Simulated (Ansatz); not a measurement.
The cluster Ge₂Cl₂, relaxed as a singlet with RKS PBE-D4/def2-SVP in Ansatz, starting from the GFN2-xTB geometry. Force threshold 0.02 eV/Å.

The structure comes from a short search, and lower isomers may exist.

Start:

```xyz
4

Ge   -0.6838    1.0608   -0.5810
Ge   -0.5440   -1.2690    0.1504
Cl    1.1884   -0.3135   -1.2185
Cl    0.0393    0.5216    1.6491
```

```json
{"step": "1", "energy (eV)": "-138034.9324", "largest force component (eV/Å)": "1.129", "SCF passes": "14"}
{"step": "2", "energy (eV)": "-138035.0035", "largest force component (eV/Å)": "0.184", "SCF passes": "18"}
{"step": "3", "energy (eV)": "-138035.0070", "largest force component (eV/Å)": "0.024", "SCF passes": "19"}
{"step": "4", "energy (eV)": "-138035.0071", "largest force component (eV/Å)": "0.003", "SCF passes": "13"}
```

Force components are those of the run's own axes.

End:

```xyz
4

Ge   -0.699    1.096   -0.598
Ge   -0.555   -1.310    0.158
Cl    1.216   -0.322   -1.252
Cl    0.037    0.535    1.692
```

By distances, no bond broke or formed. The bond that changes most is Ge1–Ge2, from 2.45 to 2.53 Å (atoms count from 1).

No frequencies were taken in this run, so the end may be a saddle point.

It took 2.4 s on 4 threads of Arm Neoverse V2 on a shared host.
